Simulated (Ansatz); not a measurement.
Program: Ansatz. Geometries: PBE0-D4/def2-TZVP. ΔE: electronic, gas phase. CCSD(T)/CBS adds triple-zeta CCSD(T) − MP2 to the extrapolated MP2 energy (def2 sets, frozen cores). For Sc outer-core shells are correlated without core-valence functions, which leaves a few kJ/mol of doubt a bond. Scalar relativity is left out up to krypton. Each species was taken in one conformer, which may not be the lowest.

Reaction (ligand exchange at the Si–O bond): `[NH2][Sc]([OH])[O][SiH3]` + `CSS` → `CSS[SiH3]` + `[NH2][Sc]([OH])[OH]`

`[NH2][Sc]([OH])[O][SiH3]`:

```xyz
11

N    -1.769   -0.082   -1.804
Sc   -0.993   -0.439   -0.017
O    -2.052   -1.400    1.186
O     0.762    0.223    0.320
Si    2.255    0.749    0.681
H    -1.323    0.421   -2.560
H    -2.684   -0.370   -2.128
H    -2.428   -1.866    1.926
H     3.288   -0.181    0.143
H     2.446    0.846    2.157
H     2.497    2.099    0.097
```

`CSS`:

Z-matrix (Å, degrees):
```
C
S 1 1.802
H 1 1.089 2 110.8
H 1 1.090 2 111.1 3 123.0
H 1 1.093 2 106.0 3 -118.4
S 2 2.037 1 103.0 3 -56.7
H 6 1.349 2 99.3 1 -87.6
```

`CSS[SiH3]`:

```xyz
10

C     1.657   -0.749   -0.638
S     0.066   -0.612   -1.471
S    -0.531    1.287   -0.941
Si   -1.600    0.706    0.820
H     2.351    0.007   -1.003
H     2.039   -1.742   -0.886
H     1.540   -0.669    0.443
H    -0.689   -0.006    1.752
H    -2.739   -0.175    0.467
H    -2.095    1.955    1.457
```

`[NH2][Sc]([OH])[OH]`:

```xyz
8

N     1.324   -0.466    0.871
Sc   -0.268    0.095   -0.176
O     0.011    0.426   -2.000
O    -1.880    0.232    0.770
H     2.263   -0.588    0.514
H     1.343   -0.682    1.859
H    -0.025    0.633   -2.929
H    -2.768    0.351    1.091
```

```
                   species  CCSD(T)/CBS(def2) energy (Eh)
`[NH2][Sc]([OH])[O][SiH3]`                    -1258.13339
                     `CSS`                     -836.00794
               `CSS[SiH3]`                    -1126.31043
     `[NH2][Sc]([OH])[OH]`                     -967.80997
```

Task: Work out ΔE.

Result: ΔE = (-1126.31043) + (-967.80997) − (-1258.13339) − (-836.00794) = 0.02093 Eh = +55.0 kJ/mol.

Largest T1 diagnostic among the species: 0.016.

From PBE to PBE0 (25 % exact exchange), in def2-TZVPP and without D4, ΔE moves by +5.2 kJ/mol. Leaving LDA and LC-ωPBE aside and taking each functional with its dispersion term where it has one, the values, not all of them listed here, spread over 24.4 kJ/mol, from revPBE-D4 to BHLYP-D4. LDA lies −3.5 kJ/mol from PBE without D4.
